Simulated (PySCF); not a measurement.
KSe at UHF-SCS-MP2

Level: UHF-SCS-MP2. PySCF, spin-free X2C with a Gaussian nucleus, basis sets K x2c-SVPall, Se x2c-SVPall.

For KSe, the state is ²Π (doublet), unpaired electrons π ↑ and the bond length is 2.996 Å. The harmonic wavenumber is 194 cm⁻¹ and the force constant is 0.583 mdyn/Å. The rotational constant Be is 0.07170 cm⁻¹ and the anharmonicity ωexe is 0.605 cm⁻¹. The vibration–rotation constant αe is 0.000368 cm⁻¹ and the well depth De to K + Se is 190 kJ/mol. The dissociation energy D0 is 189 kJ/mol.

Correlated steps freeze 14 core orbitals. Correlated levels converge slowly with the basis: in double zeta they bind strong bonds too weakly, by up to about 1 eV, and carry superposition errors of some tenths. Spin–orbit coupling is left out. The state was picked by a PBE0 search and need not be the measured ground state.
